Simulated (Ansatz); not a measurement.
One change: `N[CH2][InH2]` becomes `F[CH2][InH2]`.

Ansatz, PBE0-D4/def2-TZVP geometries, multiplicity 1. Each molecule was computed in one conformer, which needn't be the lowest.

Elements past krypton have def2 core potentials.

| property | `N[CH2][InH2]` |
| --- | --- |
| size of the dipole moment (PBE/def2-TZVPP) / D | 1.55 |
| HOMO energy (ωB97M-V/def2-TZVPP) / eV | -8.82 |
| ideal-gas entropy at 298 K and 1 bar (rigid rotor, harmonic PBE0-D4/def2-TZVP) / J/(mol·K) | 324 |
| LUMO energy (PBE0/def2-TZVPP) / eV | -1.52 |
| HOMO–LUMO gap (PBE0/def2-TZVPP) / eV | 5.00 |
| LUMO energy (PBE/def2-TZVPP) / eV | -2.27 |

Question: What does the change do to each property? (An estimate is asked.)

Answer: Ansatz gave: 
| property | `F[CH2][InH2]` | shift |
| --- | --- | --- |
| size of the dipole moment (PBE/def2-TZVPP) / D | 1.35 | -0.20 |
| HOMO energy (ωB97M-V/def2-TZVPP) / eV | -9.56 | -0.74 |
| ideal-gas entropy at 298 K and 1 bar (rigid rotor, harmonic PBE0-D4/def2-TZVP) / J/(mol·K) | 314 | -10 |
| LUMO energy (PBE0/def2-TZVPP) / eV | -1.79 | -0.27 |
| HOMO–LUMO gap (PBE0/def2-TZVPP) / eV | 5.56 | 0.56 |
| LUMO energy (PBE/def2-TZVPP) / eV | -2.52 | -0.25 |

With PBE0 the HOMO falls by 0.82 eV and the LUMO falls by 0.27 eV, so the gap widens by about 0.55 eV. PBE moves the HOMO by -0.90 eV and ωB97M-V by -0.74 eV. The zero-point energy changes by -65.3 kJ/mol with -6 modes. Dipoles are sizes alone; their direction can turn.
